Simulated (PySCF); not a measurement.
## Spinor energies of Re⁴⁰⁺ (rhenium, charge +40)

Start: [Ar] 3d10 4s2 4p5; 4p1/2 filled at m_j = -1/2, +1/2; 4p3/2 filled at m_j = -1/2, +1/2, +3/2. Calculated with PySCF 2.14 in an even-tempered Gaussian basis (16 s from 4.8 bohr⁻², ratio 2.8; 14 p from 6.2 bohr⁻², ratio 2.8; 8 d from 11 bohr⁻², ratio 2.8; 4 f from 30 bohr⁻², ratio 3): generalised Hartree-Fock with the X2C-1e Hamiltonian and a Gaussian nucleus; one run each with spin-orbit coupling (SO) switched off, then screened by Boettger's factors.

| spinor shell | electrons | ε, spin-free (eV) | ε, screened SO (eV) | weight of nominal j (screened SO) | rms radius, screened SO (bohr) |
| --- | --- | --- | --- | --- | --- |
| 1s1/2 | 2 | -73918.1 | -73893.6 | 1.000 | 0.0204 |
| 2s1/2 | 2 | -14482.2 | -14473.7 | 1.000 | 0.0823 |
| 2p1/2 | 2 | -12879.8 | -13910.9 | 1.000 | 0.0699 |
| 2p3/2 | 4 | -12879.8 | -12462.7 | 1.000 | 0.0774 |
| 3s1/2 | 2 | -4763.1 | -4759.6 | 1.000 | 0.208 |
| 3p1/2 | 2 | -4278.8 | -4513.0 | 1.000 | 0.199 |
| 3d3/2 | 4 | -3737.9 | -3778.7 | 1.000 | 0.187 |
| 3d5/2 | 6 | -3737.9 | -3707.0 | 1.000 | 0.191 |
| 4s1/2 | 2 | -2170.6 | -2169.3 | 1.000 | 0.439 |
| 4p1/2 | 2 | -1992.5 | -2064.6 | 0.999 | 0.433 |
| 4p3/2 | 3 | -1992.5 | -1962.1 | 1.000 | 0.456 |

Task: Where does 3p3/2 lie, and what is the 3p spin-orbit splitting (screened SO)?

Result: At -4180.9 eV, 332.04 eV above 3p1/2.

```csv
quantity,spin-free,screened SO
E (hartree),-15673.56086,-15695.63420
M_J,3/2,3/2
⟨J²⟩,3.751,3.751
⟨L²⟩,2.001,2.075
⟨S²⟩,0.750,0.825
```

Each row is a mean over spinors that exchange with the open shell spreads, by up to 12.690 eV (4s1/2).

Breit and QED terms are absent; they matter most for the inner s and p1/2 levels.

Densities and radii are taken from the X2C orbitals without a picture-change correction, which distorts them close to the nucleus.

Without spin-orbit coupling the j labels of p, d and f shells carry no meaning; the spin-free column gives the mean over the occupied spinors of each nl shell.
